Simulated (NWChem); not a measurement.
System: C4H4S2; SMILES Sc1cccs1

The following NWChem deck was run.

```
start job
memory heap 200 mb stack 900 mb global 1100 mb
geometry units angstroms noautosym nocenter noautoz
  S      0.186138    -2.118774    -0.390147
  C     -0.067496    -0.379921    -0.166534
  C     -1.267084     0.263459     0.013364
  C     -1.138456     1.682638     0.075397
  C      0.157133     2.103771    -0.062476
  S      1.243916     0.774496    -0.287777
  H      0.663696    -2.409290     0.843508
  H     -2.206741    -0.270102     0.101923
  H     -1.974108     2.358252     0.222459
  H      0.534984     3.117729    -0.041362
end
basis spherical
  * library 6-31g*
end
dft
  xc hfexch
  iterations 150
end
property
  shielding
end
task dft property
```

Geometry: optimised at B3LYP/6-31G* (spherical d).

GIAO values for the isolated, static molecule; σ is the absolute isotropic shielding, δ = σ(reference) − σ with the isolated reference molecule computed at the same levels (13C: tetramethylsilane, 1H: tetramethylsilane).

Atoms are numbered as in the input.

### Question
Give the results of this calculation. (Hartree-Fock/6-31G* (spherical d), GIAO.) Quantities: σ S1 (ppm); δ C3 (ppm); δ C5 (ppm); σ S6 (ppm); δ H7 (ppm); δ H8 (ppm); δ H10 (ppm).

### Answer
```json
{
 "σ S1 (ppm)": "649.6",
 "δ C3 (ppm)": "136.9",
 "δ C5 (ppm)": "139.1",
 "σ S6 (ppm)": "360.0",
 "δ H7 (ppm)": "3.15",
 "δ H8 (ppm)": "7.45",
 "δ H10 (ppm)": "7.48"
}
```
